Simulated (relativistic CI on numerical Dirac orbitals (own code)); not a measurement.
Fe7+: L2,3 absorption edge

Computed with this model: Dirac-Coulomb-Breit CI, orbitals from a KLI potential per configuration, QED by a radiative potential, valence Slater integrals scaled by 0.8, multiplet model of core-to-valence dipole absorption; configurations [Ar] 3d → [He] 2s2 2p5 3s2 3p6 3d2; 80 K; Lorentzian 0.6 eV and Gaussian 0.3 eV FWHM. Energies are those of the free ion, without screening or charge transfer. The branching ratio is the share of the lower-energy edge in the whole absorption, uncertain by about 0.02 where the edges overlap. S is read from ⟨S²⟩ = S(S + 1).

Field parameters in Wybourne normalisation: D3d B²₀ = −7Dσ, B⁴₀ = −14Dq − 21Dτ, B⁴₃ = −14√(10/7) Dq. The field is a parameter set, without covalency.

Computed curve for D3d, 10Dq = 28700, Dσ = 860, Dτ = 170 cm⁻¹, scaled to 100 at the maximum (points under 2 are left out and the grid is thinned):

Energy (eV), Intensity and a bar:
```
    724.6        2.1 
    725.2        3.8 #
    725.9       10.1 ###
    726.5       10.2 ###
    727.1       13.6 ####
    727.8       12.3 ####
    728.4       12.3 ####
    729.0       19.0 ######
    729.6       18.1 ######
    730.3       22.5 ########
    730.9       21.6 #######
    731.5       34.9 #############
    732.2       42.3 ###############
    732.8       69.2 ##########################
    733.4       61.0 ######################
    734.1       34.7 ############
    734.7       12.0 ####
    735.3        6.5 ##
    736.0        9.3 ###
    736.6        9.7 ###
    737.2       18.2 ######
    737.8       29.1 ##########
    738.5       26.2 #########
    739.1       16.8 ######
    739.7       10.7 ###
    740.4       20.3 #######
    741.0       29.0 ##########
    741.6       32.7 ############
    742.3       50.7 ###################
    742.9       32.3 ############
    743.5       30.7 ###########
    744.2       80.8 ##############################
    744.8       71.9 ###########################
    745.4       47.6 #################
    746.0       26.1 #########
    746.7       17.3 ######
    747.3        5.6 #
    747.9        3.2 
    748.6        3.3 
    749.2        2.0
```

The ground state has S = 0.50, and the centroid lies at 737.98 eV.
